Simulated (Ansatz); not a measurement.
`CB(C)N[SiH3]` + H₂Se → `CB(C)[SeH]` + `N[SiH3]` at 700 K and 1 bar (ligand exchange at a B–N bond).

Computed with Ansatz on PBE0-D4/def2-TZVP structures; ΔE is electronic, products minus reactants. CCSD(T)/CBS is the MP2 limit (def2-TZVPP, def2-QZVPP) plus CCSD(T) − MP2 in def2-TZVPP, frozen cores. This one scheme is used for every species. For Se outer-core shells are correlated without core-valence functions, which leaves a few kJ/mol of doubt a bond. Scalar relativity is left out up to krypton. One conformer a species, not always the lowest.

| species | CCSD(T)/CBS energy (Eh) | H − E (kJ/mol) | S (J/(mol·K)) |
| --- | --- | --- | --- |
| `CB(C)N[SiH3]` | -450.78486 | 413.3 | 525.3 |
| H₂Se | -2401.89790 | 61.1 | 251.1 |
| `CB(C)[SeH]` | -2505.86300 | 299.8 | 454.5 |
| `N[SiH3]` | -346.80422 | 180.7 | 336.3 |

H − E and S are ideal-gas, rigid-rotor, harmonic terms from PBE0-D4/def2-TZVP, for one conformer and one mirror image of each species. 1 Eh = 2625.50 kJ/mol, R = 8.31446 J/(mol·K).

**Question.** By hand: ΔE, ΔH, ΔS and ΔG.

**Answer.** ΔE = (-2505.86300) + (-346.80422) − (-450.78486) − (-2401.89790) = 0.01554 Eh = 40.8 kJ/mol. Δ(H − E) = 299.8 + 180.7 − 413.3 − 61.1 = 6.1, so ΔH = 46.9 kJ/mol. ΔS = 454.5 + 336.3 − 525.3 − 251.1 = 14.4 J/(mol·K). ΔG = 46.9 − 700 × (14.4)/1000 = 36.8 kJ/mol.

**Question.** By hand: the equilibrium constant, and the temperature at which ΔG would vanish if ΔH and ΔS stayed fixed.

**Answer.** log₁₀ K = −ΔG/(RT ln 10) = -2.7. ΔG = 0 at ΔH/ΔS = 3257 K, far beyond where these terms or the molecules hold.

The number of gas molecules stays the same, so ΔS is small and ΔH decides. A doubt of 5 kJ/mol in ΔE shifts log₁₀ K by 0.4 here. Other conformers and mirror images would add mixing entropy, several J/(mol·K) or more a flexible species. Modes under 60 cm⁻¹, often nearly free rotors, make the harmonic entropy too high. These are equilibria of isolated gas molecules and say nothing of rates. Largest T1 diagnostic: 0.011 (customary marks: 0.02 for closed shells, 0.045 for open ones).
